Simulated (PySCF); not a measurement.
## Working out the excitation energy of S²⁺

S²⁺ [Ne] 3s2 3p2 (3P) → S²⁺ [Ne] 3s1 3p3 (5S). All numbers are calculated (PySCF 2.14, no relativity, point nucleus, in aug-cc-pwCVDZ (6s5p3d, 36 functions)). Frozen: nothing. Energies in hartree (1 hartree = 27.21139 eV):

| part | S²⁺ (lower) | S²⁺ (upper) |
| --- | --- | --- |
| UHF | -396.325106 | -396.131147 |
| MP2 opposite-spin | -0.152460 | -0.102152 |
| MP2 same-spin | -0.055576 | -0.062200 |

Task: What does Hartree-Fock give?

Result: (-396.131147) − (-396.325106) = 0.193959 hartree = 5.278 eV.

Task: What do MP2 and SCS-MP2 (6/5 opposite-spin, 1/3 same-spin) give?

Result: The opposite-spin parts differ by 1.369 eV and the same-spin parts by -0.180 eV. MP2: 5.278 + (1.369) + (-0.180) = 6.467 eV. SCS-MP2: 5.278 + 1.2 × (1.369) + (-0.180)/3 = 6.861 eV.

A double-zeta basis recovers only part of the correlation energy.
